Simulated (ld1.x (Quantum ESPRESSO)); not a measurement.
BLYP TM dataset for Te (Z = 52), fully relativistic all-electron reference.

Input for ld1.x (Quantum ESPRESSO) 7.5:

```
&input
   title='Te', zed=52., rel=2, dft='BLYP', iswitch=3,
   config='[Kr] 4d10 5s2 5p4', rel_dist='average',
   nld=5, rlderiv=2.55, eminld=-5.0, emaxld=5.0, deld=0.02
 /
 &inputp
   pseudotype=2, tm=.true., lloc=0,
   nlcc=.true., new_core_ps=.true., rcore=0.55,
   file_pseudopw='Te.UPF', file_wfcaegen='ae.wfc', file_wfcncgen='nc.wfc', file_beta='beta', file_chi='chi'
 /
3
5P  2  1   4.00   0.00  2.35  2.35  0.0
4D  3  2  10.00   0.00  1.20  1.20  0.0
5S  1  0   2.00   0.00  1.75  1.75  0.0
 &test
   configts(1)='4d10 5s2 5p4'
 /
```

Command:

```bash
ld1.x < Te.in > Te.out
```

Resulting log (shortened: banner, matrices, multipoles, cross overlaps and the repeated all-electron block are left out):

```
Program LD1 v.7.5
     --------------------------- All-electron run ----------------------------

     Te
     dirac relativistic calculation

     atomic number is 52.00
     dft =BLYP   lsd =0 sic =0 latt =0  beta=0.20 tr2=1.0E-14
     Exchange-correlation= BLYP
                           (   1   3   1   3   0   0   0)
     mesh =1245 r(mesh) =  99.36066 a.u. xmin = -7.00 dx = 0.01250
     1 Ry =  13.60569312 eV, c = 137.03599908

     n l j   nl                  e(Ry)          e(Ha)          e(eV)
     Spin orbit split results
     1 0 0.5 1S 1( 2.00)     -2323.3988     -1161.6994    -31611.4514
     2 0 0.5 2S 1( 2.00)      -356.1672      -178.0836     -4845.9019
     2 1 0.5 2P 1( 2.00)      -333.7222      -166.8611     -4540.5212
     2 1 1.5 2P 1( 4.00)      -313.5378      -156.7689     -4265.8992
     3 0 0.5 3S 1( 2.00)       -70.8510       -35.4255      -963.9766
     3 1 0.5 3P 1( 2.00)       -61.6231       -30.8115      -838.4245
     3 1 1.5 3P 1( 4.00)       -57.8622       -28.9311      -787.2547
     4 0 0.5 4S 1( 2.00)       -12.0485        -6.0242      -163.9277
     4 1 0.5 4P 1( 2.00)        -8.8772        -4.4386      -120.7806
     4 1 1.5 4P 1( 4.00)        -8.1610        -4.0805      -111.0365
     3 2 1.5 3D 1( 4.00)       -41.5780       -20.7890      -565.6969
     3 2 2.5 3D 1( 6.00)       -40.7914       -20.3957      -554.9952
     4 2 1.5 4D 1( 4.00)        -3.1059        -1.5529       -42.2576
     4 2 2.5 4D 1( 6.00)        -2.9979        -1.4989       -40.7884
     5 0 0.5 5S 1( 2.00)        -1.1008        -0.5504       -14.9773
     5 1 0.5 5P 1( 1.33)        -0.4666        -0.2333        -6.3480
     5 1 1.5 5P 1( 2.67)        -0.4078        -0.2039        -5.5483
     Averaged results
     1 0     1S 1( 2.00)     -2323.3988     -1161.6994    -31611.4514
     2 0     2S 1( 2.00)      -356.1672      -178.0836     -4845.9019
     2 1     2P 1( 6.00)      -320.2659      -160.1330     -4357.4398
     3 0     3S 1( 2.00)       -70.8510       -35.4255      -963.9766
     3 1     3P 1( 6.00)       -59.1158       -29.5579      -804.3113
     4 0     4S 1( 2.00)       -12.0485        -6.0242      -163.9277
     4 1     4P 1( 6.00)        -8.3998        -4.1999      -114.2846
     3 2     3D 1(10.00)       -41.1060       -20.5530      -559.2759
     4 2     4D 1(10.00)        -3.0411        -1.5205       -41.3761
     5 0     5S 1( 2.00)        -1.1008        -0.5504       -14.9773
     5 1     5P 1( 4.00)        -0.4274        -0.2137        -5.8149

     final scf error:  8.5E-15 reached in  33 iterations

     Etot =  -13594.929587 Ry,   -6797.464794 Ha, -184968.439993 eV

     Ekin =   14378.683478 Ry,    7189.341739 Ha,  195631.954914 eV
     Encl =  -33024.726248 Ry,  -16512.363124 Ha, -449324.290796 eV
     Eh   =    5404.550708 Ry,    2702.275354 Ha,   73532.658402 eV
     Exc  =    -353.437526 Ry,    -176.718763 Ha,   -4808.762513 eV

     normalization and overlap integrals

     s(1S/1S) =  1.000000  <r> =   0.0278  <r2> =    0.0010  r(max) =   0.0178
     s(2S/2S) =  1.000000  <r> =   0.1194  <r2> =    0.0169  r(max) =   0.1014
     s(2P/2P) =  1.000000  <r> =   0.1008  <r2> =    0.0125  r(max) =   0.0780
     s(2P/2P) =  1.000000  <r> =   0.1064  <r2> =    0.0138  r(max) =   0.0830
     s(3S/3S) =  1.000000  <r> =   0.3219  <r2> =    0.1186  r(max) =   0.2934
     s(3P/3P) =  1.000000  <r> =   0.3123  <r2> =    0.1133  r(max) =   0.2791
     s(3P/3P) =  1.000000  <r> =   0.3237  <r2> =    0.1216  r(max) =   0.2897
     s(4S/4S) =  1.000000  <r> =   0.7645  <r2> =    0.6610  r(max) =   0.7038
     s(4P/4P) =  1.000000  <r> =   0.8015  <r2> =    0.7331  r(max) =   0.7216
     s(4P/4P) =  1.000000  <r> =   0.8303  <r2> =    0.7868  r(max) =   0.7492
     s(3D/3D) =  1.000000  <r> =   0.2947  <r2> =    0.1030  r(max) =   0.2372
     s(3D/3D) =  1.000000  <r> =   0.2983  <r2> =    0.1054  r(max) =   0.2402
     s(4D/4D) =  1.000000  <r> =   0.9656  <r2> =    1.0969  r(max) =   0.8076
     s(4D/4D) =  1.000000  <r> =   0.9780  <r2> =    1.1255  r(max) =   0.8177
     s(5S/5S) =  1.000000  <r> =   2.0812  <r2> =    4.9267  r(max) =   1.7972
     s(5P/5P) =  1.000000  <r> =   2.5906  <r2> =    7.8039  r(max) =   2.0881
     s(5P/5P) =  1.000000  <r> =   2.7289  <r2> =    8.6765  r(max) =   2.1952

     ------------------------ End of All-electron run ------------------------

     --------------------- Generating NC pseudopotential ---------------------

      Generating local pot.: lloc=0, matching radius rcloc =   1.7500

      Computing core charge for nlcc:

       r > 0.56 : true rho core
      Core charge pseudized with two Bessel functions
      Integrated core pseudo-charge :  17.84

     Fully relativistic calculation: |psi|^2

     Wfc 5P LC norm =  0.99993536 SC norm =  0.00006435 missing  0.00000029

     Wfc 5P LC norm =  0.99994179 SC norm =  0.00005338 missing  0.00000483

     Wfc 4D LC norm =  0.99959465 SC norm =  0.00040534 missing  0.00000001

     Wfc 4D LC norm =  0.99960337 SC norm =  0.00039655 missing  0.00000008

      Wfc   5P  rcut= 2.337  Using Troullier-Martins method

      Wfc   5P  rcut= 2.337  Using Troullier-Martins method

      Wfc   4D  rcut= 1.190  Using Troullier-Martins method

      Wfc   4D  rcut= 1.190  Using Troullier-Martins method

     ------------------- End of pseudopotential generation -------------------

     Computing logarithmic derivative in   2.53457
     Computing logarithmic derivative in   2.53457
     Computing the partial wave expansion
       no projector for channel:   0
     R is outside the sphere for l=    1 j= 0.50
     R is outside the sphere for l=    1 j= 1.50
     R is outside the sphere for l=    2 j= 1.50
     R is outside the sphere for l=    2 j= 2.50

     ---------------------- Testing the pseudopotential ----------------------

     Te
     dirac relativistic calculation

     atomic number is 52.00   valence charge is 16.00
     dft =BLYP   lsd =0 sic =0 latt =0  beta=0.20 tr2=1.0E-14
     mesh =1245 r(mesh) =  99.36066 xmin = -7.00 dx = 0.01250

     n l  j  nl             e AE (Ry)       e PS (Ry)    De AE-PS (Ry)
     3 2 1.5 4D   1( 4.00)       -3.10588       -3.10586       -0.00002
     3 2 2.5 4D   1( 6.00)       -2.99789       -2.99797        0.00008
     1 0 0.5 5S   1( 2.00)       -1.10081       -1.10082        0.00001
     2 1 0.5 5P   1( 1.33)       -0.46657       -0.46657       -0.00000
     2 1 1.5 5P   1( 2.67)       -0.40779       -0.40779        0.00000

     eps = 2.4E-15  iter = 11

     Etot =  -13594.929587 Ry,   -6797.464794 Ha, -184968.439993 eV
     Etotps =  -249.131934 Ry,    -124.565967 Ha,   -3389.612638 eV

     Ekin =     128.838052 Ry,      64.419026 Ha,    1752.930992 eV
     Encl =    -285.344110 Ry,    -142.672055 Ha,   -3882.304390 eV
     Ehrt =     159.835559 Ry,      79.917780 Ha,    2174.673567 eV
     Ecxc =     -86.092004 Ry,     -43.046002 Ha,   -1171.341385 eV
     (Ecc =     -58.359641 Ry,     -29.179820 Ha,    -794.023363 eV)
     Epseu=    -166.369431 Ry,     -83.184715 Ha,   -2263.571423 eV

     ---------------------- End of pseudopotential test ----------------------
```

Generation and configuration tests took about 1.5 s on one core of a shared server CPU.
